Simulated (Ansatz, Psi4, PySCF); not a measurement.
C2H6S, charge +1, doublet, geometry from GFN2-xTB (a state made from the parent by changing its charge; the spin is typed, not shown lowest). Base run: B3LYP/def2-SVP run with PySCF.

Input for PySCF:
```python
from pyscf import gto, scf, dft

mol = gto.M(
    atom='''
C     1.28089259    0.21169350    0.68335560
S     0.01499802    0.28322653   -0.56655118
C    -1.30390679   -0.64629964    0.18600725
H     1.54226619   -0.82365746    0.90480822
H     2.15771555    0.74065689    0.31689816
H     0.93231569    0.67887698    1.60539170
H    -0.98486767   -1.67128238    0.37976291
H    -2.15303809   -0.65232660   -0.49358934
H    -1.59627479   -0.19625504    1.13537012
''',
    basis='def2-svp',
    charge=1,
    spin=1,
    verbose=4,
)

mf = dft.UKS(mol)
mf.xc = 'b3lyp'
mf.kernel()
```

The same geometry, method and basis name were run in Ansatz (an electronic-structure program) and Psi4 and PySCF, at each program's defaults and at the settings that a row names. The base is PySCF at its defaults. Differences at the defaults can come from grids, fitting, cores and function types together.

| code and settings | ΔE vs base (mEh) | basis functions | E (Eh) | SCF cycles |
|---|---|---|---|---|
| PySCF, defaults (exact integrals, its default grid, spherical functions) | 0.000 | 76 | -477.52868 | 10 |
| Psi4, defaults (density fitting with its default set, its default grid, spherical functions) | -0.060 | 76 | -477.52874 | 8 |
| Ansatz, defaults (factorised integrals, its default grid, spherical functions) | -0.001 | 76 | -477.52868 | - |
| PySCF, density fitting with def2-universal-jkfit | -0.052 | 76 | -477.52874 | 10 |
| PySCF, fine grid | -0.001 | 76 | -477.52868 | 10 |
| Psi4, exact integrals, spherical functions, fine grid | -0.002 | 76 | -477.52868 | 11 |
| Ansatz, high accuracy | -0.001 | 76 | -477.52868 | - |

Open shells are given as the SCF converged; they aren't shown to be the lowest states, and a large step between rows can be another state.
